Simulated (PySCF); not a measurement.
## Mg (magnesium, neutral): UHF calculation

Configuration: [Ne] 3s1 3p1, 3s spin antiparallel (an excited configuration). Computed with PySCF 2.14 in aug-cc-pVTZ with one added diffuse shell each of s, p, d, f type (7s6p4d3f, 66 functions), with the non-relativistic Hamiltonian (point nucleus).

```json
{
 "Total energy": "-199.499475 hartree",
 "One-electron energy": "-278.3963 hartree",
 "Hartree (Coulomb) energy": "94.8560 hartree",
 "Exchange energy": "-15.9591 hartree",
 "Kinetic energy": "199.49479 hartree",
 "⟨S²⟩": "1.0000",
 "⟨L²⟩": "2.017",
 "Sum of ⟨r⟩": "13.61 bohr",
 "Sum of ⟨r²⟩": "43.35 bohr²",
 "Traceless quadrupole moment −½Σ⟨3z² − r²⟩ along its main axis": "-10.8 e·bohr²",
 "Density at the nucleus (Gaussians lack the cusp)": "1070 bohr⁻³",
 "Spin density at the nucleus": "-1.54 bohr⁻³",
 "Langevin diamagnetic susceptibility": "-34.3 ×10⁻⁶ cm³/mol"
}
```

| shell | electrons | mean orbital energy (eV) | spread (eV) | rms radius, mean of both spins (bohr) |
| --- | --- | --- | --- | --- |
| 1s β | 1 | -1336.7 | 0 | 0.152 |
| 1s α | 1 | -1336.5 | 0 | 0.152 |
| 2s β | 1 | -104.97 | 0 | 0.756 |
| 2s α | 1 | -104.60 | 0 | 0.756 |
| 2p β | 3 | -64.492 | 0.103 | 0.771 |
| 2p α | 3 | -64.429 | 0.078 | 0.771 |
| 3s β | 1 | -8.618 | 0 | 3.22 |
| 3p α | 1 | -3.579 | 0 | 5.31 |

With the s spin flipped the determinant is a mixture of two multiplicities, not a spectroscopic state.

Spin-orbit constants ζ (cm⁻¹) from the X2C one-electron operator on these orbitals (non-relativistic here): bare nucleus, nucleus screened by l(l+1)(2l+1)/3 electrons, and screened by the Breit-Pauli mean field of the electrons.

| shell | bare | screened nucleus | mean field |
| --- | --- | --- | --- |
| 2p | 1738 | 1448 | 1316 |
| 3p | 25.04 | 20.86 | 18.15 |
